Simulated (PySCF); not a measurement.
PySCF input file for ClH4MoN3, SMILES [NH]=[Mo](=[NH])([Cl])[NH2], multiplicity 1, B3LYP-D3(BJ)/def2-SVP. Coordinates come from a B3LYP-D3(BJ)/def2-SVP optimisation. The spin state was assumed, not searched. The structure was generated by enumeration; whether it is a known compound was not checked. The def2 effective core potentials stand for the cores of Mo; spin–orbit coupling is left out. One conformer was computed; it need not be the lowest.

```python
import numpy as np
from pyscf import gto, scf, dft, df
from pyscf.hessian import thermo

mol = gto.M(
    atom='''
    Mo   -0.06344043   -0.26006016   -0.00000000
    N    -0.90521844   -0.73319365   -1.43948799
    H    -1.68412190   -1.10660814   -1.98082809
    N    -0.90521848   -0.73319364    1.43948797
    H    -1.68412195   -1.10660813    1.98082805
    Cl    0.18409686    2.05213198   -0.00000000
    N     1.63543186   -1.19079771    0.00000002
    H     2.06406532   -1.57510278    0.83918963
    H     2.06406534   -1.57510278   -0.83918957
    ''',
    basis='def2-SVP',
    ecp={'Mo': 'def2-svp'},
    charge=0,
    spin=0,
    max_memory=1600,
    verbose=3,
)
mf = dft.RKS(mol, xc='b3lyp').density_fit(auxbasis='def2-universal-jkfit')
mf.disp = 'd3bj'
mf.grids.level = 3
mf.conv_tol = 1e-11
mf.max_cycle = 100
mf.kernel()

# [left out here: the lines that compute and print the analytic Hessian (its translational invariance restored by hand, since the grid's response is missing), thermochemistry and intensities]
```

Log of the run:

```
converged SCF energy = -694.954405246908

WARN: DFTD3 does not support analytical Hessian, using finite difference


WARN: Mole.unit (angstrom) is changed to Bohr

Mode                                 0                   1                   2
Irrep
Freq [cm^-1]                      152.9378            177.9555            220.8283
Reduced mass [au]                   5.5864              5.0156              3.0987
Force const [Dyne/A]                0.0770              0.0936              0.0890
Char temp [K]                     220.0435            256.0383            317.7228
Normal mode                   x     y     z       x     y     z       x     y     z
       0  Mo                 0.04  0.00  0.00   -0.00 -0.00 -0.04    0.01 -0.03  0.00
       1   N                 0.00  0.05  0.01   -0.02 -0.13  0.01   -0.04  0.10 -0.01
       2   H                -0.03  0.12  0.02   -0.05 -0.20  0.11   -0.14  0.31 -0.02
       3   N                 0.00  0.05 -0.01    0.02  0.13  0.01   -0.04  0.10  0.01
       4   H                -0.03  0.12 -0.02    0.05  0.20  0.11   -0.14  0.31  0.02
       5  Cl                -0.08  0.02 -0.00   -0.00 -0.00  0.08   -0.02 -0.06 -0.00
       6   N                -0.04 -0.16  0.00   -0.00 -0.00  0.02    0.07  0.07 -0.00
       7   H                -0.09 -0.21 -0.00    0.03  0.14  0.06    0.12  0.12 -0.00
       8   H                -0.09 -0.21  0.00   -0.03 -0.14  0.06    0.12  0.12  0.00
Mode                                 3                   4                   5
Irrep
Freq [cm^-1]                      236.4992            277.6842            329.7715
Reduced mass [au]                   3.4754              3.2133              1.1943
Force const [Dyne/A]                0.1145              0.1460              0.0765
Char temp [K]                     340.2697            399.5258            474.4678
Normal mode                   x     y     z       x     y     z       x     y     z
       0  Mo                -0.00 -0.00 -0.03    0.02  0.00 -0.00   -0.00  0.00 -0.00
       1   N                -0.10  0.04  0.02   -0.10 -0.04  0.10   -0.01 -0.06  0.05
       2   H                -0.09  0.11 -0.05   -0.22 -0.07  0.28    0.28  0.00 -0.41
       3   N                 0.10 -0.04  0.02   -0.10 -0.04 -0.10    0.01  0.06  0.05
       4   H                 0.09 -0.11 -0.05   -0.22 -0.07 -0.28   -0.28 -0.00 -0.41
       5  Cl                 0.00 -0.00  0.00    0.01  0.03  0.00   -0.00 -0.00  0.01
       6   N                 0.00  0.00  0.15    0.05  0.01 -0.00   -0.00 -0.00 -0.03
       7   H                -0.21 -0.10  0.21    0.03 -0.03 -0.00   -0.13 -0.37 -0.13
       8   H                 0.21  0.10  0.21    0.03 -0.03  0.00    0.13  0.37 -0.13
Mode                                 6                   7                   8
Irrep
Freq [cm^-1]                      386.7123            413.9313            502.0985
Reduced mass [au]                  11.7903              1.0633              1.2706
Force const [Dyne/A]                1.0388              0.1073              0.1887
Char temp [K]                     556.3929            595.5549            722.4080
Normal mode                   x     y     z       x     y     z       x     y     z
       0  Mo                -0.01 -0.05  0.00   -0.00 -0.00 -0.00    0.01  0.00 -0.00
       1   N                 0.00  0.00 -0.03   -0.02 -0.00  0.04   -0.01  0.02  0.01
       2   H                -0.03  0.13 -0.07    0.13  0.25 -0.34    0.03 -0.14  0.06
       3   N                 0.00  0.00  0.03    0.02  0.00  0.04   -0.01  0.02 -0.01
       4   H                -0.03  0.13  0.07   -0.13 -0.25 -0.34    0.03 -0.14 -0.06
       5  Cl                 0.01  0.13 -0.00    0.00  0.00 -0.00   -0.00 -0.00  0.00
       6   N                 0.01 -0.00  0.00   -0.00  0.00 -0.02   -0.08 -0.09  0.00
       7   H                 0.07  0.06  0.00    0.13  0.48  0.14    0.37  0.47  0.02
       8   H                 0.07  0.06 -0.00   -0.13 -0.48  0.14    0.37  0.47 -0.02
Mode                                 9                  10                  11
Irrep
Freq [cm^-1]                      597.6782            615.4339            713.8271
Reduced mass [au]                   1.6186              1.1564              1.2512
Force const [Dyne/A]                0.3407              0.2581              0.3756
Char temp [K]                     859.9259            885.4724           1027.0382
Normal mode                   x     y     z       x     y     z       x     y     z
       0  Mo                -0.01 -0.01  0.00   -0.00 -0.00 -0.00   -0.00  0.00  0.01
       1   N                -0.05  0.07  0.01    0.02 -0.05 -0.01    0.04 -0.04  0.01
       2   H                 0.29 -0.41 -0.15   -0.26  0.49  0.02   -0.15  0.26  0.08
       3   N                -0.05  0.07 -0.01   -0.02  0.05 -0.01   -0.04  0.04  0.01
       4   H                 0.29 -0.41  0.15    0.26 -0.49  0.02    0.15 -0.26  0.08
       5  Cl                -0.00  0.01 -0.00   -0.00  0.00  0.00    0.00 -0.00  0.00
       6   N                 0.11 -0.03 -0.00    0.00  0.00  0.05    0.00 -0.00 -0.09
       7   H                 0.06 -0.12 -0.02    0.26 -0.17 -0.16   -0.51  0.03  0.19
       8   H                 0.06 -0.12  0.02   -0.26  0.17 -0.16    0.51 -0.03  0.19
Mode                                12                  13                  14
Irrep
Freq [cm^-1]                      721.1029            731.2476            989.4155
Reduced mass [au]                   1.6482              2.8067              7.5552
Force const [Dyne/A]                0.5049              0.8843              4.3577
Char temp [K]                    1037.5065           1052.1025           1423.5486
Normal mode                   x     y     z       x     y     z       x     y     z
       0  Mo                 0.01 -0.02 -0.00   -0.03  0.02 -0.00    0.00  0.00  0.04
       1   N                 0.02  0.06 -0.06    0.04 -0.01 -0.06   -0.08 -0.05 -0.13
       2   H                -0.12 -0.31  0.39   -0.21  0.01  0.28   -0.08 -0.02 -0.17
       3   N                 0.02  0.06  0.06    0.04 -0.01  0.06    0.08  0.05 -0.13
       4   H                -0.12 -0.31 -0.39   -0.21  0.01 -0.28    0.08  0.02 -0.17
       5  Cl                -0.00  0.00  0.00    0.00 -0.00  0.00   -0.00  0.00 -0.00
       6   N                -0.08  0.07 -0.00    0.14 -0.09  0.00    0.00 -0.00 -0.01
       7   H                -0.16 -0.01  0.00    0.18 -0.07 -0.01   -0.03  0.03  0.02
       8   H                -0.16 -0.01 -0.00    0.18 -0.07  0.01    0.03 -0.03  0.02
Mode                                15                  16                  17
Irrep
Freq [cm^-1]                     1014.7133           1507.9458           3542.8422
Reduced mass [au]                   7.6996              1.1198              1.0484
Force const [Dyne/A]                4.6710              1.5002              7.7529
Char temp [K]                    1459.9466           2169.5982           5097.3611
Normal mode                   x     y     z       x     y     z       x     y     z
       0  Mo                 0.03  0.02 -0.00    0.00  0.00 -0.00   -0.00 -0.00 -0.00
       1   N                -0.09 -0.05 -0.13    0.00 -0.00 -0.00    0.00  0.00  0.00
       2   H                -0.10 -0.06 -0.15   -0.01  0.01  0.00   -0.03 -0.01 -0.02
       3   N                -0.09 -0.05  0.13    0.00 -0.00  0.00    0.00  0.00 -0.00
       4   H                -0.10 -0.06  0.15   -0.01  0.01 -0.00   -0.03 -0.01  0.02
       5  Cl                -0.00  0.00 -0.00    0.00 -0.00 -0.00    0.00  0.00 -0.00
       6   N                 0.00 -0.00 -0.00   -0.07  0.05  0.00    0.04 -0.04  0.00
       7   H                -0.00  0.00  0.01    0.42 -0.33 -0.40   -0.28  0.25 -0.58
       8   H                -0.00  0.00 -0.01    0.42 -0.33  0.40   -0.28  0.25  0.58
Mode                                18                  19                  20
Irrep
Freq [cm^-1]                     3585.7631           3588.9588           3643.5355
Reduced mass [au]                   1.0815              1.0845              1.0970
Force const [Dyne/A]                8.1927              8.2304              8.5806
Char temp [K]                    5159.1147           5163.7127           5242.2364
Normal mode                   x     y     z       x     y     z       x     y     z
       0  Mo                -0.00 -0.00 -0.00    0.00  0.00 -0.00   -0.00 -0.00  0.00
       1   N                 0.04  0.02  0.03   -0.04 -0.02 -0.03    0.00  0.00  0.00
       2   H                -0.52 -0.25 -0.36    0.51  0.25  0.36   -0.00 -0.00 -0.00
       3   N                -0.04 -0.02  0.03   -0.04 -0.02  0.03   -0.00 -0.00  0.00
       4   H                 0.52  0.25 -0.36    0.51  0.25 -0.36    0.00  0.00 -0.00
       5  Cl                -0.00 -0.00  0.00    0.00  0.00 -0.00    0.00 -0.00  0.00
       6   N                -0.00  0.00 -0.00    0.00 -0.00 -0.00   -0.00  0.00  0.08
       7   H                 0.00 -0.00  0.01   -0.02  0.01 -0.03   -0.29  0.26 -0.55
       8   H                -0.00  0.00  0.01   -0.02  0.01  0.03    0.29 -0.26 -0.55
temperature 298.1500 [K]
pressure 101325.00 [Pa]
Rotational constants [GHz] 3.51983 1.90350 1.84227
Symmetry number 1
Zero-point energy (ZPE) 0.05456 [Eh]   143258.092 [J/mol]
                           tot       elec      trans        rot        vib
Entropy [J/mol/K]       356.293      0.000    173.333    115.715     67.246
Cv [J/mol/K]            109.041      0.000     12.472     12.472     84.098
Cp [J/mol/K]            117.356      0.000     20.786     12.472     84.098
Internal energy [J/mol]                      3718.434   3718.434 155456.813
Internal energy [Eh]   -694.89236  -694.95441
Enthalpy [J/mol]                             6197.391   3718.434 155456.813
Enthalpy [Eh]          -694.89142
Gibbs free energy [J/mol]                  -45481.854 -30781.880 135407.549
Gibbs free energy [Eh] -694.93188
static polarisability / bohr^3: [[65.99  -0.182 -0.   ]
 [-0.178 70.217 -0.   ]
 [ 0.     0.    68.046]]
largest difference of analytic and finite-field dipole derivatives / e: 0.0014507732961321906
mode   freq/cm-1   IR/(km/mol)   Raman/(A^4/amu)   depolarisation
   1      152.94         0.768             4.005            0.730
   2      177.96         4.979             5.573            0.750
   3      220.83        20.816             3.915            0.750
   4      236.50         0.273             5.116            0.750
   5      277.68        10.792             9.424            0.722
   6      329.77       158.214             1.206            0.750
   7      386.71        12.850             3.741            0.013
   8      413.93        95.921             0.161            0.750
   9      502.10       128.962             1.207            0.512
  10      597.68       118.604             5.066            0.135
  11      615.43         0.992             2.392            0.750
  12      713.83         5.835             0.598            0.750
  13      721.10       126.824             7.362            0.261
  14      731.25       134.130            14.405            0.236
  15      989.42       134.611            13.422            0.750
  16     1014.71        48.914            47.662            0.028
  17     1507.95        25.065            13.651            0.502
  18     3542.84       105.444           147.408            0.191
  19     3585.76       126.372           182.143            0.750
  20     3588.96       154.265           243.638            0.127
  21     3643.54        41.548            63.493            0.750
max |gradient| / (hartree/bohr): 5.523008096052108e-05
APT charges: [ 1.6827 -0.7721  0.317  -0.7721  0.317  -0.4961 -0.657   0.1903  0.1903]
```

Self-consistency was reached.
